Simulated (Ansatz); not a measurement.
```yaml
crystal:
  periodic: [false, false, false]
  atoms:
    - {symbol: C, position_ang: [-0.909203, 0.508699, 0.839050]}
    - {symbol: S, position_ang: [0.616086, 0.269189, 2.044042]}
    - {symbol: Sn, position_ang: [2.154117, -0.374413, -0.067754]}
    - {symbol: N, position_ang: [1.172317, -0.556149, -1.484285]}
    - {symbol: H, position_ang: [-1.369446, 0.746116, 1.878456]}
    - {symbol: H, position_ang: [-0.952894, 1.055355, 0.436458]}
    - {symbol: H, position_ang: [-1.228840, -0.530165, 0.817823]}
    - {symbol: H, position_ang: [0.006555, -0.459492, -1.340224]}
    - {symbol: H, position_ang: [1.419698, -0.948757, -2.541310]}
basis:
  gaussian: {orbitals: def2-TZVPD}
total_charge: -2
magnetization: {spin_polarized: true, initial_magnetization: 0}
hamiltonian: {xc: {name: SVWN5}}
scf: {lower_state_search: full}
```

```sh
$ ansatz run in.yaml --threads 4 --pin off --events-out ev --progress --plain --max-ram 10444MiB
```

It prints (some lines left out):

```
Functional definition: SVWN5
1305 factors; their error is unknown
mean field evaluation 1: about -19184.7100 eV, gradient 4.7e1 eV
mean field evaluation 2: about -19156.5410 eV, gradient 8.6e1 eV
mean field evaluation 4: about -19191.3040 eV, gradient 2.2e1 eV
mean field evaluation 8: about -19195.4846 eV, gradient 4.7e0 eV
mean field evaluation 16: about -19195.8061 eV, gradient 6.8e-2 eV
mean field evaluation 32: about -19195.7781 eV, gradient 6.2e-5 eV
a density is far from that of the atoms, so the factors are made again for it
1714 factors; integrals over basis functions are off by at most 1.4e-3 eV
mean field -19195.80946560 eV, -705.4329864737 hartree, gradient 5.7e-6 eV, S^2 0.514321; 0 other end points of the search recorded, 0 dependent functions left out
reference -19195.80949650 eV, -705.4329876095 hartree; 29, 29 occupied and 192, 192 virtual orbitals, 1714 factors
Total energy: -19195.80949650 eV, -705.4329876095 hartree
```

(1) What is wrong with this run?

Results:

(1) The charge is far from anything that the molecule holds. The calculation finished and met its thresholds. The result belongs to that input, not to the molecule as meant.
